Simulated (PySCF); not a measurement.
5-methylidene-1,3-dioxolan-4-one (C₄H₄O₃), SMILES C1OC(=O)C(O1)=C. The structure is a stationary point at TPSSh-D3(BJ)/def2-SVP. The values are those of a single conformer.

Problem. Give the equilibrium geometry at TPSSh-D3(BJ)/def2-SVP (PySCF confirms it by a frequency run) as a Z-matrix, and its point group. (The exact figures need the calculation; the answer reports its results.)

Solution. One answer among several that fit: point group Cs.
```
C
C 1 1.3384
O 1 1.3618 2 126.04
H 2 1.0899 1 118.02 3 180.00
H 2 1.0899 4 120.04 1 180.00
C 3 1.4221 1 108.40 2 180.00
H 6 1.1021 3 109.54 1 -119.20
H 6 1.1021 7 110.71 3 120.90
O 6 1.4118 7 109.62 8 121.06
C 9 1.3718 6 109.82 7 119.15
O 10 1.1974 9 123.86 6 180.00
```
Charge 0, spin multiplicity 1.
